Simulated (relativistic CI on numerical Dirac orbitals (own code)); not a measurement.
Calculated at this level of theory: Dirac-Coulomb-Breit CI, KLI orbitals optimised for each configuration, QED by a radiative potential, unscaled Slater integrals (own radial code, finite nucleus).

The strongest absorption lines from the ground level of an ion, among the configurations computed and to levels below about 4910 eV (vacuum wavelength in nm, gf): 0.28008 (0.45), 0.28077 (0.33), 0.28570 (0.92), 0.28578 (0.44), 0.28586 (0.49), 0.28630 (0.95), 0.28660 (2.3), 0.30225 (2.1).

(1) Which ion is it?
A. Mo³⁵⁺
B. Sn⁴³⁺
C. Pd³⁹⁺
D. Xe⁴⁷⁺

## Answers

(1) B. Sn⁴³⁺ has 7 electrons and the ground level 2s2 2p3 2P°_3/2; the strongest line goes to 2s2 2p2 3d 2F_5/2. The pattern of lines fixes the number of electrons, and along that sequence the line energies rise steadily with the charge (about as its square where n changes within one kind of shell, about linearly where n is kept but much faster in heavy ions where fine structure, which grows about as Z⁴, sets the gap, and irregularly where shells cross), which fixes Z. Configurations outside the model, such as inner-shell arrays, can give stronger lines. At this charge energies of transitions that change n are usually good to better than 1 %, and those within a shell (Δn = 0) to a few per cent.

LS names give the leading component of a level, which can be under half, so a name can repeat, a term be missing and a line seem to break the LS rules.
